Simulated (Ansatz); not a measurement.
The same ligand exchange along the group B, Al, Ga, In.

Isolated molecules relaxed with PBE0-D4/def2-TZVP in Ansatz; ΔE leaves out vibrations. CCSD(T)/CBS adds triple-zeta CCSD(T) − MP2 to the extrapolated MP2 energy (def2 sets, frozen cores). This one scheme is used for every species. def2 core potentials past Kr. For Br, Ga, In outer-core shells are correlated without core-valence functions, which leaves a few kJ/mol of doubt a bond. Scalar relativity is left out up to krypton. One conformer a species, not always the lowest.

Order these by ΔE at CCSD(T)/CBS, lowest first. (An estimate is asked.)
A. `[NH2][Ga]([SH])[SH]` + HBr → `[SH][Ga]([SH])[Br]` + NH₃
B. `[NH2][In]([SH])[SH]` + HBr → `[SH][In]([SH])[Br]` + NH₃
C. `NB(S)S` + HBr → `SB(S)Br` + NH₃
D. `[NH2][Al]([SH])[SH]` + HBr → `[SH][Al]([SH])[Br]` + NH₃

B (-128.6 kJ/mol), A (-92.7 kJ/mol), D (-75.5 kJ/mol), C (+20.0 kJ/mol).

Largest T1 diagnostic: 0.014, for `[NH2][In]([SH])[SH]`.
